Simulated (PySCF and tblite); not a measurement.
Results of a calculation; reference values are marked as such.
System: C₃H₆OSe, numbered as in [CH2:1]1[CH2:2][Se:3][CH2:4][O:5]1.

For the inversion of the 5-membered ring (1–2–3–4–5): electronic barrier 3.14 kcal/mol, zero-point change -0.59 kcal/mol, thermal and entropy terms at 350 K a further 0.37 kcal/mol (symmetry numbers apart). The minimum is C1, the saddle C1. Level: BHandHLYP/pcSseg-1 + D3(BJ) on PBE0-D3(BJ)/def2-SVP stationary points, with GFN2-xTB thermal terms. Rate constants are transition-state-theory values, counting equivalent paths, without tunnelling. Run with tblite and PySCF.

(1) How many equivalent paths lead out of the minimum?

(2) Work out the rate at 350 K.

Spin–orbit effects of heavy atoms on shieldings are missing.

Results:

(1) 2: the symmetry number of the minimum is 1, that of the saddle displaced along its mode 1, and since the end is the start again or its mirror image, the same path run backwards is a second way out.

(2) ΔG‡ = 2.92 kcal/mol; k_B T/h = 7.3×10¹² s⁻¹; exp(−ΔG‡/RT) = 0.015; times 2 gives k = 2.2×10¹¹ s⁻¹. Wigner's tunnelling factor for the 168i cm⁻¹ mode would be 1.02.
